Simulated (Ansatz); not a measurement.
The same hydrogenolysis along the group O, S, Se.

Program: Ansatz. Geometries: PBE0-D4/def2-TZVP. ΔE: electronic, gas phase. CCSD(T)/CBS is the MP2 limit (def2-TZVPP, def2-QZVPP) plus CCSD(T) − MP2 in def2-TZVPP, frozen cores. This one scheme is used for every species. Elements past krypton have def2 core potentials. For Se, Sn outer-core shells are correlated without core-valence functions, which leaves a few kJ/mol of doubt a bond. Scalar relativity is left out up to krypton. Each species was taken in one conformer, which may not be the lowest.

```json
{"reaction": "`[OH][SnH]([Cl])[Cl]` + H₂ → `[OH][SnH2][Cl]` + HCl", "CCSD(T)/CBS(def2) (kJ/mol)": "76"}
{"reaction": "`[SH][SnH]([Cl])[Cl]` + H₂ → `[SH][SnH2][Cl]` + HCl", "CCSD(T)/CBS(def2) (kJ/mol)": "?"}
{"reaction": "`[Cl][SnH]([Cl])[SeH]` + H₂ → `[Cl][SnH2][SeH]` + HCl", "CCSD(T)/CBS(def2) (kJ/mol)": "72"}
```

Q: Fill in the missing values. (Estimate.)

A: Ansatz gave: `[SH][SnH]([Cl])[Cl]` + H₂ → `[SH][SnH2][Cl]` + HCl: +71.0 kJ/mol.

Largest T1 diagnostic: 0.013, for `[OH][SnH2][Cl]`.
